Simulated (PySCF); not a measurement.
C₃H₇FOSi, SMILES C([Si@@H](F)O)C=C.

Geometry: ωB97X-D3(BJ)/def2-SVP. The structure was generated by enumeration; whether it is a known compound was not checked. Other conformers were not sampled.

The numbers are results of PBE/def2-TZVP in PySCF, not measurements.

Computed frontier levels, gap, dipole moment and polarisability:
```json
{
  "highest_occupied_level": "-6.17 eV",
  "lowest_empty_level": "-1.05 eV",
  "orbital_gap": "5.12 eV",
  "dipole_moment": "1.27 D",
  "quadrupole, principal values (traceless, Buckingham form, about the centre of nuclear charge)": "-5.72, -1.36, 7.08 D·Å",
  "mean_static_polarisability": "64.9 bohr³ (9.61 Å³)",
  "polarisability_principal_values": "54.5, 59.4, 80.6 bohr³"
}
```
